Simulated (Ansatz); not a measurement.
# NiS (charge +1): shapes and states compared

Program: Ansatz, Gaussian basis, development build. Basis cc-pwCVTZ-DK on Ni, cc-pVTZ-DK on S, scalar X2C without spin–orbit coupling, 10 orbitals frozen in the corrections; active space CAS(13,9), shells under the valence barred from it. Restricted Hartree–Fock, then the lowest state-specific CASSCF solution met for each case. Coupled cluster stands on the determinant that it favours, not always the lowest RHF. On stretched bonds single-reference methods can fail or change state. Solutions in different active orbitals can move differences by tenths of an eV and at times more than 1 eV.

Case A, doublet: bond length 1.9630 Å.

Case B, quartet: the shape of A.

Energy less that of case A, in eV:

| case | RHF/ROHF | CASSCF | CCSD(T) |
| --- | --- | --- | --- |
| B | -2.624 | -0.059 | +0.663 |

(1) Give the SC-NEVPT2 energies against case A.

(2) Which case is lowest, and do the methods agree?

Results:

(1) B: -0.126 eV (-2.9 kcal/mol).

(2) B is lowest in SC-NEVPT2. CCSD(T) puts A lowest.
